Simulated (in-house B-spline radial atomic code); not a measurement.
Values are calculated unless marked as measured or tabulated.
# Te ion on W atom: potential, deflection and energy transfer

The pair potential comes from two frozen, spherical free-atom densities (PBE, B-spline radial code, scalar-relativistic past argon): electrostatics plus the change in Thomas-Fermi kinetic and Dirac exchange energy where they overlap, the recipe behind the universal ZBL potential, which averages such potentials (from solid-state densities) over many pairs. It is written V = (Z1 Z2 e²/r) φ(r/a), with e² = 14.3996 eV·Å and a = 0.46850 Å/(Z1^0.23 + Z2^0.23); ZBL's fit is φ = 0.18175 e^(−3.1998x) + 0.50986 e^(−0.94229x) + 0.28022 e^(−0.4029x) + 0.02817 e^(−0.20162x). Where φ falls below 4e-4 it is continued as an exponential.

Masses 127.6 and 183.84 u.

```tsv
x = r/a	φ, this pair	φ, ZBL
0.1	0.8821	0.8928
0.25	0.7537	0.7647
0.5	0.6008	0.6096
1	0.4075	0.4164
1.5	0.291	0.2995
2	0.2146	0.2218
3	0.1246	0.1292
4	0.07718	0.08026
5	0.04969	0.05224
6.5	0.02778	0.02914
8	0.01635	0.01705
10	0.008518	0.008778
12	0.004754	0.00474
14.5	0.002445	0.002328
17	0.001317	0.001212
20	0.0006484	0.0005882
```

**Question.** At x = 2 the electrostatic, kinetic and exchange parts are 31291.46, 35404.73 and -1046.32 eV. Find r, V and φ.

**Answer.** a = 0.46850/(2.4813 + 2.6911) = 0.09058 Å, so r = 0.18115 Å. V = 31291.46 + 35404.73 + (-1046.32) = 65649.87 eV. The bare repulsion is 52 × 74 × 14.3996/0.18115 = 305870 eV, so φ = 0.2146, -3.2 % against ZBL's 0.2218. The kinetic (Pauli) term is 54 % of V here.

**Question.** The ion comes in at 103.6 keV with impact parameter 0.4529 Å. The scattering integral gives a centre-of-mass angle of 10.31° and a closest approach of 5.231 a. What are the reduced energy, the energy passed on and the laboratory angles?

**Answer.** ε = E a M2/(Z1 Z2 e² (M1 + M2)) = 103600 × 9.6494e-07 = 0.1. The most that one collision can pass on is γE with γ = 4 M1 M2/(M1 + M2)² = 0.9674. Here T = γE sin²(θ/2) = 0.9674 × 103600 × 0.008067 = 808.7 eV. The ion turns by arctan(sin θ/(cos θ + M1/M2)) = 6.1°, and the struck atom leaves at (180° − θ)/2 = 84.8°. The closest approach is 0.474 Å. With ZBL the angle would be 10.78° and T = 885.1 eV.
